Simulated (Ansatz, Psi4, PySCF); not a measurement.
HZn (SMILES [ZnH+]), charge +1, singlet, geometry from GFN2-xTB (such geometries of metal compounds can be far from the true shape). Base run: PySCF with PBE/aug-cc-pVDZ.

Input for PySCF:
```python
from pyscf import gto, scf, dft

mol = gto.Mole()
mol.atom = '''
    Zn   -0.000000   -0.000000   -0.048568
    H     0.000000    0.000000    1.457036
'''
mol.basis = 'aug-cc-pvdz'
mol.charge = 1
mol.spin = 0
mol.verbose = 4
mol.build()

mf = dft.RKS(mol)
mf.xc = 'pbe'
mf.kernel()
```

The same geometry, method and basis name were run in Ansatz (an electronic-structure program) and Psi4 and PySCF, at each program's defaults and at the settings that a row names. The base is PySCF at its defaults. Differences at the defaults can come from grids, fitting, cores and function types together.

| code and settings | ΔE vs base (µEh) | basis functions | E (Eh) | SCF cycles |
|---|---|---|---|---|
| PySCF, defaults (exact integrals, its default grid, spherical functions) | 0.0 | 68 | -1779.41325 | 9 |
| Psi4, defaults (density fitting with its default set, its default grid, spherical functions) | -55.6 | 68 | -1779.41331 | 10 |
| Ansatz, defaults (factorised integrals, its default grid, spherical functions) | 0.0 | 68 | -1779.41325 | - |
| PySCF, density fitting with def2-universal-jkfit | -42.6 | 68 | -1779.41330 | 9 |
| PySCF, fine grid | 0.0 | 68 | -1779.41325 | 9 |
| Psi4, exact integrals, spherical functions, fine grid | 0.1 | 68 | -1779.41325 | 12 |
| Ansatz, high accuracy | 0.2 | 68 | -1779.41325 | - |
